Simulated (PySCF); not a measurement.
Compound: TaSF3 (singlet state).
Geometry (PBE0-D3(BJ)/def2-SVP, Å), atoms numbered from 1 in this order:
```
atom  x, y, z in Å
Ta1   -0.0013    0.0011   -0.0919
S2     0.0206   -0.0205    2.0565
F3     1.7717    0.0101   -0.6737
F4    -0.8995    1.5463   -0.6293
F5    -0.8915   -1.5370   -0.6616
```

Theory: PBE0-D3(BJ)/def2-SVP geometry optimisation, gas phase, def2 core potentials past Kr in PySCF.

Q: Which atoms are bound to Ta1, and at what distances?

A: 4 atoms: F3 1.866 Å, F5 1.866 Å, F4 1.866 Å, S2 2.149 Å.

Q: List the angles at Ta1.

A: 
| angle | degrees | distance of the outer atoms (Å) |
| --- | --- | --- |
| F4–Ta1–F5 | 111.4 | 3.08 |
| F3–Ta1–F4 | 111.3 | 3.08 |
| F3–Ta1–F5 | 111.2 | 3.08 |
| S2–Ta1–F3 | 107.6 | 3.24 |
| S2–Ta1–F5 | 107.6 | 3.24 |
| S2–Ta1–F4 | 107.5 | 3.24 |

Q: What is the shape at Ta1?

A: Tetrahedral: angles from 107.5° to 111.4°; τ4 = (360° − α − β)/141° = 0.97 with α and β the two widest (0 for a square, 1 for a tetrahedron).

Q: What are the rotational constants (commonest isotopes, rigid rotor)?

A: A = 2801, B = 2015, C = 2013 MHz: a prolate symmetric top.

Point group: C3v (every atom within 0.08 Å of its image). Charge 0, singlet. No frequency check.

Time: 27 s of wall time. Hardware: one thread, Arm Neoverse V1, no GPU, shared host. That covers the optimisation of the geometry.
